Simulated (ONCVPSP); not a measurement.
## What one change does to a pseudopotential (gold, ONCV)

ONCVPSP 4.0.1 input, shortened (lines: element, Z, core and valence counts, functional; n l f; lmax; l rc ep ncon nbas qcut; lloc lpopt rc5 dvloc0; l nproj debl; icmod fcfact rcfact), PBE, scalar-relativistic:

```
  Au 79.00   10    4        4      upf
    1    0    2.00
    2    0    2.00
    2    1    6.00
    3    0    2.00
    3    1    6.00
    3    2   10.00
    4    0    2.00
    4    1    6.00
    4    2   10.00
    4    3   14.00
    5    0    2.00
    5    1    6.00
    5    2   10.00
    6    0    1.00
    2
    0    1.50    0.00    4    8   10.50
    1    1.40    0.00    4    8    8.60
    2    2.30    0.00    4    9    5.90
    4    2    0.95    4.00
    0    3    2.80
    1    2    0.90
    2    2    1.90
    2    0.30    1.10
```

In the p channel the program set the typed energies aside and used -2.197, 0.250 Ha.

All-electron outer shells of the reference configuration (PBE, scalar-relativistic, ld1.x):

| shell | level (eV) | outermost node (bohr) | outermost maximum (bohr) |
| --- | --- | --- | --- |
| 5s | -108.37 | 0.48 | 0.84 |
| 4f | -81.12 | – | 0.37 |
| 5p | -59.78 | 0.52 | 0.96 |
| 5d | -6.88 | 0.56 | 1.21 |
| 6s | -5.76 | 1.11 | 2.32 |

Change: p: rc 1.98.

Cutoffs: the cutoffs (Ha) at which the residual kinetic energy of the hardest occupied pseudo-wave falls to 1 and 0.1 mHa per electron; they do not see the model core or the augmentation charge, which bear on the density cutoff. Errors are all-electron minus pseudo energies relative to the spin-unpolarised reference configuration.

Question: How do hardness, ghosts and transferability respond?

Answer: The potential gets neither clearly harder nor softer (34 Ha and 40 Ha → 34 Ha and 40 Ha); the s channel sets the loose cutoff, while the largest relative change is in p, which becomes softer; of the 4 tests that both files solve, the error grows in 0 and shrinks in 1 by more than 15 % and 0.3 meV (median size 4.2 → 4.0 meV); neither file shows a bound ghost.

```tsv
quantity	base	changed
cutoff, loose	34 Ha	34 Ha
cutoff, tight	40 Ha	40 Ha
loose cutoff by channel	s 34 Ha, p 29 Ha, d 14 Ha	s 34 Ha, p 17 Ha, d 14 Ha
bound ghosts	none	none
GHOST(+) flags under 300 eV	none	none
error for 5s2 5p6 5d10 6s0, meV [ΔE 9.41 eV]	-1.9	-1.8
error for 5s2 5p6 5d9 6s0, meV [ΔE 30.62 eV]	-6.4	-6.2
error for 5s2 5p6 5d8 6s0, meV [ΔE 64.49 eV]	+38	+39
error for 5s2 5p6 5d10 6s0 6p1, meV [ΔE 5.25 eV]	-1.5	-1.2
s: phases at 1.52 bohr within 0.05 rad from the reference energy up to (Ha; the scan ends near 5)	to the end of the scan	to the end of the scan
d: phases at 2.34 bohr within 0.05 rad from the reference energy up to (Ha; the scan ends near 5)	to the end of the scan	to the end of the scan
rms error of d²Exc/dni dnj with the model core, mHa	0.40	0.57
```
